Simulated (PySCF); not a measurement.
Electron correlation in Kr+ (krypton, charge +1)

[Ar] 3d10 4s2 4p5, 2P determinant. All numbers are calculated (PySCF 2.14, scalar relativity by spin-free X2C-1e, in aug-cc-pVDZ-DK). Frozen: [Ar] 3d10; 7 electrons correlated.

MP2 pair energies summed by pair of shells (mhartree):

```json
{"pair": "4p-4p", "energy": "-66.88", "share (%)": "68.4"}
{"pair": "4s-4p", "energy": "-25.46", "share (%)": "26.0"}
{"pair": "4s-4s", "energy": "-5.39", "share (%)": "5.5"}
```

Total MP2 correlation energy: -97.74 mhartree.

Same-spin part -24.70 and opposite-spin part -73.03 mhartree; SCS-MP2 scales them by 1/3 and 6/5 to -95.87 mhartree.

```
  level  correlation energy (mhartree)
   CCSD                        -112.09
    (T)                          -1.35
CCSD(T)                        -113.44
```

Diagnostics: T1 = 0.0053, D1 = 0.0168, largest double amplitude 0.042.

Cost of the coupled-cluster step: 0.29 s of wall time on 1 thread of Intel(R) Xeon(R) Platinum 8375C CPU @ 2.90GHz (shared host), for 7 correlated electrons.
